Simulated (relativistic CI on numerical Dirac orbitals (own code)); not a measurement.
**Hyperfine structure of Tb XXX, mass number 159**

Calculated at this level of theory: Dirac-Coulomb-Breit CI, KLI orbitals optimised for each configuration, QED by a radiative potential, unscaled Slater integrals (own radial code, finite nucleus).

Configurations in the expansion (outside the closed core [Ar] 3d10): 4s²4p⁶, 4s²4p⁵4d, 4s4p⁶4d, 4s²4p⁵4f, 4s4p⁶4f, 4s²4p⁵5s, 4p⁶4d4f, 4s²4p⁵5p, 4p⁶4d², 4p⁵4d³, 4p⁵4d²4f, 4p⁵4d²5s, 4p⁵4d²5p, 4p⁶4f², 4p⁵4d4f², 4p⁵4f³, 4p⁵4f²5s, 4p⁵4f²5p. Double excitations out of closed p, d and f shells are left out; levels of such configurations are missing from the list, as are those of other unlisted configurations, and high levels can miss mixing partners.

Nuclear spin I = 3/2, μ = 2.009 μN, Q = 1.432 b (tables of Stone and Pyykkö). The electronic factors are computed for point nuclear moments, without core polarisation or the Bohr-Weisskopf and QED corrections.

```csv
Level,E (cm⁻¹),A (MHz),B (MHz)
4s²4p⁵4d ³P°1,970745,22920,21300
4s²4p⁵4d ³F°3,995208,31830,-77300
4s²4p⁵4d ³D°2,1003995,30780,-9420
4s²4p⁵4d ³F°4,1045326,21410,-72200
4s²4p⁵4d ³D°3,1100526,18570,32600
4s²4p⁵4d ³D°1,1189892,-13890,10600
4s²4p⁵4d ³F°2,1345860,95770,26300
4s²4p⁵4d ¹P°1,1522302,-50980,2050
```

Levels with J = 0, under 50 % of one LS term, or S terms without an open s electron are left out. Small factors come from cancelling terms and can be off by tens of per cent or more.

At this charge energies of transitions that change n are usually good to better than 1 %, and those within a shell (Δn = 0) to a few per cent.

Give the hyperfine levels of 4s²4p⁵4d ³F°2 relative to its centre of gravity.

With K = F(F + 1) − I(I + 1) − J(J + 1), E = AK/2 + B[¾K(K + 1) − I(I + 1)J(J + 1)]/[2I(2I − 1)J(2J − 1)]: F = 1/2: -408000, F = 3/2: -287300, F = 5/2: -64340, F = 7/2: 293900 MHz.

LS names give the leading component of a level, which can be under half, so a name can repeat, a term be missing and a line seem to break the LS rules.
